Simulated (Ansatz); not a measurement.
Geometry optimisation, RKS PBE0-D4/def2-SVP in Ansatz 0.2.0.

The input (input.yaml):

```yaml
crystal:
  periodic: [false, false, false]
  atoms:
    - { symbol: O, position_ang: [-0.3317, 0.2422, -2.1422] }
    - { symbol: Si, position_ang: [0.0948, -0.7949, -0.909] }
    - { symbol: B, position_ang: [0.4359, 0.2101, 0.698] }
    - { symbol: C, position_ang: [1.03352, 0.51111, 1.97173] }
    - { symbol: "N", position_ang: [0.1436, 1.35383, 1.5544] }
    - { symbol: H, position_ang: [-1.2717, 0.6307, -1.8746] }
    - { symbol: H, position_ang: [1.3389, -1.5087, -1.3193] }
    - { symbol: H, position_ang: [-0.9408, -1.7419, -0.6579] }
    - { symbol: H, position_ang: [1.8, 0.13334, 2.7659] }
basis:
  gaussian: { orbitals: def2-SVP }
hamiltonian:
  xc: pbe0
  dispersion: d4
relax:
  f_tol: 0.015
  max_steps: 40
output:
  orbitals: {}
```

Command:

```bash
$ ansatz run input.yaml --threads 2 --pin off --max-ram 3072MiB --backend cpu --events-out ev --progress --plain --runs-dir out
```

**Question.** Where does it end, and by what steps?

**Answer.** The forces met the threshold. After 13 steps the energy has fallen by 0.696 eV; H9 moved furthest, 0.44 Å.

```json
{"step": "0", "energy less start (eV)": "0.0000", "largest force component (eV/Å)": "3.334", "accepted": "yes"}
{"step": "1", "energy less start (eV)": "-0.4920", "largest force component (eV/Å)": "1.389", "accepted": "yes"}
{"step": "2", "energy less start (eV)": "-0.6474", "largest force component (eV/Å)": "0.679", "accepted": "yes"}
{"step": "3", "energy less start (eV)": "-0.6234", "largest force component (eV/Å)": "1.302", "accepted": "no"}
{"step": "4", "energy less start (eV)": "-0.6802", "largest force component (eV/Å)": "0.232", "accepted": "yes"}
{"step": "5", "energy less start (eV)": "-0.6883", "largest force component (eV/Å)": "0.184", "accepted": "yes"}
{"step": "6", "energy less start (eV)": "-0.6911", "largest force component (eV/Å)": "0.265", "accepted": "yes"}
{"step": "7", "energy less start (eV)": "-0.6935", "largest force component (eV/Å)": "0.173", "accepted": "yes"}
{"step": "8", "energy less start (eV)": "-0.6952", "largest force component (eV/Å)": "0.083", "accepted": "yes"}
{"step": "9", "energy less start (eV)": "-0.6961", "largest force component (eV/Å)": "0.034", "accepted": "yes"}
{"step": "10", "energy less start (eV)": "-0.6963", "largest force component (eV/Å)": "0.027", "accepted": "yes"}
{"step": "11", "energy less start (eV)": "-0.6964", "largest force component (eV/Å)": "0.021", "accepted": "yes"}
{"step": "12", "energy less start (eV)": "-0.6965", "largest force component (eV/Å)": "0.015", "accepted": "yes"}
{"step": "13", "energy less start (eV)": "-0.6965", "largest force component (eV/Å)": "0.006", "accepted": "yes"}
```

```xyz
9
Properties=species:S:1:pos:R:3
O -0.531 0.184 -2.126
Si 0.078 -0.864 -0.977
B 0.533 0.095 0.710
C 1.064 0.433 2.022
N 0.288 1.308 1.462
H -1.095 0.886 -1.790
H 1.278 -1.504 -1.583
H -0.898 -1.945 -0.619
H 1.585 0.442 2.987
```

Time of the run: 25 s on 2 threads of Intel(R) Xeon(R) Platinum 8488C (Sapphire Rapids), on a shared host, peak memory 0.21 GiB.
